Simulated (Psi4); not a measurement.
silane (H4Si), singlet, geometry from GFN2-xTB, with bond 5-1 at 2.0 times its length. Base run: M06-2X/def2-SVP in Psi4.

The Psi4 input:
```
memory 2 GB

molecule mol {
0 1
Si   -0.000000    0.000000   -0.000000
H     0.856871    0.832074    0.840902
H    -0.856856   -0.827130    0.845780
H    -0.829613    0.854388   -0.845845
H     1.659196   -1.718663   -1.681675
}

set {
  basis def2-svp
  reference rks
}

energy('m06-2x')
print_variables()
```

The base run was repeated with changes; each row names its change, and settings that it needs were set with it.

```json
[
 {"change": "base", "ΔE vs base (mEh)": "0.000", "SCF cycles": "7", "grid points": "109609", "basis functions": "38", "outcome": "converged"},
 {"change": "basis_guess = sto-3g", "ΔE vs base (mEh)": "0.000", "SCF cycles": "7", "grid points": "109609", "basis functions": "38", "outcome": "converged"},
 {"change": "guess = sadno", "ΔE vs base (mEh)": "0.000", "SCF cycles": "8", "grid points": "109609", "basis functions": "38", "outcome": "converged"},
 {"change": "guess = huckel", "ΔE vs base (mEh)": "0.000", "SCF cycles": "8", "grid points": "109609", "basis functions": "38", "outcome": "converged"},
 {"change": "level_shift = 0.3", "ΔE vs base (mEh)": "0.000", "SCF cycles": "7", "grid points": "109609", "basis functions": "38", "outcome": "converged"},
 {"change": "d_convergence = 1e-4", "ΔE vs base (mEh)": "0.000", "SCF cycles": "6", "grid points": "109609", "basis functions": "38", "outcome": "converged"},
 {"change": "guess = modhuckel", "ΔE vs base (mEh)": "0.000", "SCF cycles": "8", "grid points": "109609", "basis functions": "38", "outcome": "converged"},
 {"change": "dft_radial_points = 50", "ΔE vs base (mEh)": "0.260", "SCF cycles": "7", "grid points": "74051", "basis functions": "38", "outcome": "converged"},
 {"change": "guess = gwh", "ΔE vs base (mEh)": "0.000", "SCF cycles": "9", "grid points": "109609", "basis functions": "38", "outcome": "converged"},
 {"change": "dft_radial_scheme = becke", "ΔE vs base (mEh)": "0.135", "SCF cycles": "7", "grid points": "97874", "basis functions": "38", "outcome": "converged"},
 {"change": "damping_percentage = 50", "ΔE vs base (mEh)": "-0.002", "SCF cycles": "39", "grid points": "109609", "basis functions": "38", "outcome": "converged"},
 {"change": "soscf = true", "ΔE vs base (mEh)": "-", "SCF cycles": "-", "grid points": "-", "basis functions": "38", "outcome": "stopped with an error"},
 {"change": "dft_spherical_points = 590", "ΔE vs base (mEh)": "0.018", "SCF cycles": "7", "grid points": "214058", "basis functions": "38", "outcome": "converged"}
]
```

- soscf = true: ended with `Fatal Error: Vx: RKS does not support rotated V builds for MGGA's`
